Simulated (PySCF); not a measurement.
C₂ClO₂Pt, charge +1, singlet, geometry from GFN2-xTB (such geometries of metal compounds can be far from the true shape) (the multiplicity is a formal guess) (core potentials on Pt). Base run: PySCF with DF-HF/def2-SV(P).

The PySCF input:
```python
from pyscf import gto, scf

mol = gto.M(
    atom='''
Pt   -0.100349   -0.078233    0.007090
Cl   -1.702310   -1.327132    0.120268
O     0.411658    2.551488   -1.398420
C     0.315076    1.582711   -0.843089
O     2.688103   -0.134894    1.179423
C     1.679659   -0.027603    0.702162
''',
    basis='def2-sv(p)',
    ecp={'Pt': 'def2-sv(p)'},
    charge=1,
    spin=0,
    verbose=4,
)

mf = scf.RHF(mol)
mf = mf.density_fit(auxbasis='def2-universal-jkfit')
mf.kernel()
mf.analyze()
```

Variants of this job, named by their change:

| change | basis functions | E (Eh) | HOMO (eV) | HOMO-LUMO gap (eV) |
|---|---|---|---|---|
| base | 99 | -802.77289 | -17.10 | 11.21 |
| basis = jorge-DZP-DKH; relativity = spin-free X2C; nucleus = Gaussian (with nucmod='G'; without ecp={'Pt': 'def2-sv(p)'}; without mf = mf.density_fit(auxbasis='def2-universal-jkfit')) | 147 | -19067.52625 | -16.83 | 11.59 |
| basis = x2c-SVPall; relativity = none (without ecp={'Pt': 'def2-sv(p)'}; without mf = mf.density_fit(auxbasis='def2-universal-jkfit')) | 140 | -15828.45377 | -16.85 | 12.25 |
| basis = x2c-SVPall; relativity = spin-free X2C (without ecp={'Pt': 'def2-sv(p)'}; without mf = mf.density_fit(auxbasis='def2-universal-jkfit')) | 140 | -19097.98507 | -17.16 | 11.30 |
| basis = jorge-DZP-DKH; relativity = spin-free X2C (without ecp={'Pt': 'def2-sv(p)'}; without mf = mf.density_fit(auxbasis='def2-universal-jkfit')) | 147 | -19069.71355 | -16.83 | 11.59 |
| basis = jorge-DZP-DKH; relativity = none (without ecp={'Pt': 'def2-sv(p)'}; without mf = mf.density_fit(auxbasis='def2-universal-jkfit')) | 147 | -16389.88203 | -15.33 | 8.15 |
| basis = ANO-RCC-VDZP; relativity = spin-free X2C; nucleus = Gaussian (with nucmod='G'; without ecp={'Pt': 'def2-sv(p)'}; without mf = mf.density_fit(auxbasis='def2-universal-jkfit')) | 133 | -19095.86434 | -17.22 | 11.40 |
| basis = x2c-SVPall; relativity = spin-free X2C; nucleus = Gaussian (with nucmod='G'; without ecp={'Pt': 'def2-sv(p)'}; without mf = mf.density_fit(auxbasis='def2-universal-jkfit')) | 140 | -19095.15927 | -17.16 | 11.30 |
| basis = ANO-RCC-VDZP; relativity = spin-free X2C (without ecp={'Pt': 'def2-sv(p)'}; without mf = mf.density_fit(auxbasis='def2-universal-jkfit')) | 133 | -19099.29631 | -17.22 | 11.40 |
| basis = ANO-RCC-VDZP; relativity = none (without ecp={'Pt': 'def2-sv(p)'}; without mf = mf.density_fit(auxbasis='def2-universal-jkfit')) | 133 | -15645.76637 | -16.89 | 12.57 |

Absolute energies of different levels of theory aren't comparable as measures of quality.

Basis sets contracted for a relativistic Hamiltonian are a mismatch without it, so the rows without relativity aren't non-relativistic limits. No row has spin-orbit coupling; sets with core potentials leave out the core electrons.
